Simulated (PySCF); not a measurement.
Job file and geometry (Å, from GFN2-xTB) of an NMR shielding run on SMILES C=CC[Si@@H](Cl)[C@H](F)[SiH3], C4H10ClFSi2, PySCF, GIAO PBE0/pcSseg-1 NMR shielding, non-relativistic, gas phase; density fitting, a coarse starting grid and PySCF grid level 2 are the driver's defaults:

```
$ OMP_NUM_THREADS=1 python probes_run.py task.json out

{"job": {"kind": "nmr", "xc": "PBE0", "basis": "pcSseg-1"}, "charge": 0, "multiplicity": 1}
C     -2.690274     1.007827    -0.220205
C     -2.306280    -0.210880     0.111670
C     -1.469787    -1.093324    -0.752992
Si     0.336982    -1.169645    -0.141668
Cl     1.351894    -2.506502    -1.263696
C      1.125318     0.572366    -0.318077
F      0.761070     1.090691    -1.570489
Si     3.034826     0.724587    -0.176747
H     -2.423232     1.443148    -1.169313
H     -3.282933     1.619934     0.438088
H     -2.576658    -0.626220     1.073907
H     -1.889827    -2.100832    -0.763076
H     -1.482911    -0.717961    -1.778417
H      0.447065    -1.564582     1.263769
H      0.648261     1.243511     0.404396
H      3.641994    -0.080265    -1.231717
H      3.388632     0.237831     1.157318
H      3.377103     2.136635    -0.339168
```

Question: What does the program print?

Answer: 
```
coarse grid: 16504 points
cycle   1  E = -1296.6131838794  dE =  6.027e-01  |g| = 5.654e-01  |ddm| = 3.781e+00
cycle   2  E = -1296.5742570251  dE =  3.893e-02  |g| = 7.586e-01  |ddm| = 1.103e+00
cycle   3  E = -1296.6805751678  dE = -1.063e-01  |g| = 8.990e-02  |ddm| = 6.551e-01
cycle   4  E = -1296.6818396064  dE = -1.264e-03  |g| = 3.432e-02  |ddm| = 8.352e-02
cycle   5  E = -1296.6820786155  dE = -2.390e-04  |g| = 6.489e-03  |ddm| = 2.987e-02
cycle   6  E = -1296.6820867600  dE = -8.145e-06  |g| = 3.187e-03  |ddm| = 9.160e-03
cycle   7  E = -1296.6820890261  dE = -2.266e-06  |g| = 8.397e-04  |ddm| = 3.021e-03
final grid: 145760 points
cycle   8  E = -1296.7337621611  dE = -3.892e-05  |g| = 8.246e-03  |ddm| = 2.389e-02
cycle   9  E = -1296.7337542045  dE =  7.957e-06  |g| = 1.038e-02  |ddm| = 1.400e-02
cycle  10  E = -1296.7337773302  dE = -2.313e-05  |g| = 1.218e-03  |ddm| = 7.708e-03
cycle  11  E = -1296.7337775492  dE = -2.190e-07  |g| = 3.461e-04  |ddm| = 1.059e-03
cycle  12  E = -1296.7337775714  dE = -2.225e-08  |g| = 5.684e-05  |ddm| = 2.968e-04
cycle  13  E = -1296.7337775721  dE = -6.457e-10  |g| = 2.166e-05  |ddm| = 8.394e-05
converged SCF energy = -1296.7337775721

GIAO shielding tensors (ppm)
atom      isotropic    diamagn.    paramagn.     s11        s22        s33       span
  0 C       61.993     254.621    -192.628    -53.043     81.040    157.983    211.026
  1 C       48.275     258.493    -210.218    -71.633     53.485    162.974    234.607
  2 C      158.823     254.006     -95.183    131.458    153.207    191.803     60.345
  3 Si     348.534     879.808    -531.274    295.777    355.444    394.381     98.604
  4 Cl     983.374    1149.308    -165.934    951.936    978.189   1019.997     68.061
  5 C      103.969     255.017    -151.048     53.091     76.428    182.389    129.298
  6 F      475.597     476.572      -0.974    427.954    474.842    523.997     96.043
  7 Si     425.534     879.527    -453.993    392.209    426.292    458.100     65.891
  8 H       26.089      32.237      -6.147     22.069     25.666     30.534      8.465
  9 H       26.288      29.477      -3.188     23.118     25.565     30.183      7.065
 10 H       25.686      31.846      -6.160     23.231     25.372     28.455      5.224
 11 H       29.593      29.805      -0.212     24.798     29.145     34.836     10.038
 12 H       29.067      32.400      -3.333     26.669     28.528     32.003      5.335
 13 H       26.690      30.433      -3.743     23.416     24.988     31.666      8.250
 14 H       26.275      34.068      -7.793     24.066     26.416     28.343      4.277
 15 H       27.460      28.738      -1.278     23.336     27.849     31.195      7.859
 16 H       27.875      28.523      -0.648     24.427     26.033     33.166      8.739
 17 H       27.559      28.409      -0.850     23.903     25.559     33.214      9.311
```

Question: Turn these shieldings into chemical shifts. Referencing at the same level of theory: TMS for 13C (186.93 ppm), 29Si (349.16 ppm), 1H (31.72 ppm); 35Cl (949.78 ppm) against HCl; 19F (170.95 ppm) against CFCl3.

Answer: Averaging equivalent atoms: C 1: 138.6; C 0: 124.9; C 5: 83.0; C 2: 28.1; Si 3: 0.6; Si 7: -76.4; Cl 4: -34; F 6: -304.7; H 10: 6.03; H 8: 5.63; H 14: 5.44; H 9: 5.43; H 13: 5.03; H 15/16/17: 4.09; H 12: 2.65; H 11: 2.12 ppm. Unscaled 19F shifts against computed CFCl3 carry errors that often reach 10 to 50 ppm.

Size and cost of the density-fitted run: 207 basis functions, 36 s wall time on 1 thread of an Arm Neoverse V1, shared host; peak memory 0.93 GiB.
